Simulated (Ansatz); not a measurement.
Coupled-cluster diagnostics for Cu4 (the lowest singlet isomer of a short search), Ansatz.

Geometry of the singlet (PBE-D4/def2-SVP):

Cartesian coordinates in Å:
```
Cu -0.1656 1.1215 0.0872
Cu 0.1656 -1.1215 -0.0872
Cu -2.0171 -0.2708 -0.3480
Cu 2.0171 0.2708 0.3480
```

Correlated methods freeze 36 core orbitals. The structure comes from a short search, and lower isomers may exist.

Problem. Estimate the CCSD(T) correlation energy, the shares of MP2 and (T), T1 and the reference's ⟨S²⟩ for: charge 0, singlet, own geometry in def2-TZVP; and the rough time on 4 threads of Arm Neoverse V2 on a shared host.

Solution. 
```tsv
state	basis	correlation (eV)	MP2 share (%)	(T) share (%)	T1	⟨S²⟩ (pure)	wall time	remarks
charge 0, singlet, own geometry	def2-TZVP	-43.446	110.2	4.5	0.031	0.00 (0.00)	50 s	restricted SCF unstable
```
Customary marks for T1 are 0.02 (closed shells), 0.045 (open shells) and about 0.05 (3d metals). T1 exceeds 0.02 in 1 of 1 rows and 0.045 in 0; the higher it lies, the less the single-reference result can be trusted.
